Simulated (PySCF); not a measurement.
C₆ coefficients of unlike pairs at M06-L

Calculated with PySCF 2.14 from the dipole response of each species, C₆(A,B) = (3/π) ∫ α_A(iu) α_B(iu) du, in atomic units, from isotropic polarisabilities. For ions this is the dispersion term alone; charge-induced terms of lower order in 1/R come first.

| species | configuration | basis | relativity | α (bohr³) | C₆ (like pair) |
| --- | --- | --- | --- | --- | --- |
| As+ | [Ar] 3d10 4s2 4p2 (3P) | aug-cc-pwCVTZ-PP with ECP10MDF (8s7p6d4f1g) | core potential | 16.02 | 98.55 |
| Be+ | [He] 2s1 (2S) | aug-cc-pCVTZ-DK with one added diffuse shell each of s, p, d, f type (8s7p5d3f) | spin-free X2C | 21.08 | 58.11 |
| S(3+) | [Ne] 3s2 3p1 (2P) | aug-cc-pV(T+d)Z with one added diffuse shell each of s, p, d, f type (7s6p5d3f) | none | 5.242 | 14.16 |
| Cu+ | [Ar] 3d10 (1S) | aug-cc-pwCVDZ-PP with ECP10MDF (6s6p5d3f) | core potential | 6.626 | 15.81 |

Problem. Estimate C₆ for Cu+ with As+.

Solution. The integral gives 38.39. The combination rule 2 C_A C_B / (C_A α_B/α_A + C_B α_A/α_B) gives 39.45 and the geometric mean 39.47.

No spin-orbit coupling is included.

The other pairs:

| pair | C₆ |
| --- | --- |
| S(3+), Be+ | 23.45 |
| Cu+, S(3+) | 14.53 |
| Cu+, Be+ | 25.72 |
| Be+, As+ | 66.43 |
| S(3+), As+ | 37.05 |
